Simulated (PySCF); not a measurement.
## Ionisation energy of Kr²⁸⁺ by level of theory

Kr²⁸⁺ [He] 2s2 2p4 [2p1/2^2 2p3/2^2, M_J = 2] → Kr²⁹⁺ [He] 2s2 2p3 [2p1/2^2 2p3/2^1, M_J = 3/2], as a difference of total energies. Computed with PySCF 2.14 in an uncontracted even-tempered set (17 s from 9.7 bohr⁻², ratio 2.4; 12 p from 13 bohr⁻², ratio 2.4; 5 d from 48 bohr⁻², ratio 2.6; 4 f from 72 bohr⁻², ratio 2.6), with the two-component X2C-1e Hamiltonian. Correlated levels: nothing frozen; the 32 highest virtual spinors dropped. "Screened" scales the spin-orbit matrix elements by Boettger's factors to mimic the two-electron term; Breit and QED terms are absent.

| method | ionisation energy (eV) |
| --- | --- |
| GHF (spin-free) | 3225.1 |
| GMP2 (spin-free) | 3226.7 |
| GHF (screened spin-orbit) | 3228.1 |
| GMP2 (screened spin-orbit) | 3228.2 |

For this ion Breit and QED terms and the two-electron picture change, all absent here, outweigh the correlation shift from GHF to GMP2.

The spin-free rows relax to the high-spin LS determinant and lack the spin-orbit shift.

The labels give the starting determinants; with spin-orbit coupling the two ends relaxed to ⟨J²⟩ = 6.00, ⟨L²⟩ = 2.86, ⟨S²⟩ = 1.57 and ⟨J²⟩ = 3.76, ⟨L²⟩ = 1.45, ⟨S²⟩ = 2.21.

For comparison: 3228 ± 7 eV (semi-empirical (NIST evaluation); NIST Atomic Spectra Database, ionization energies).
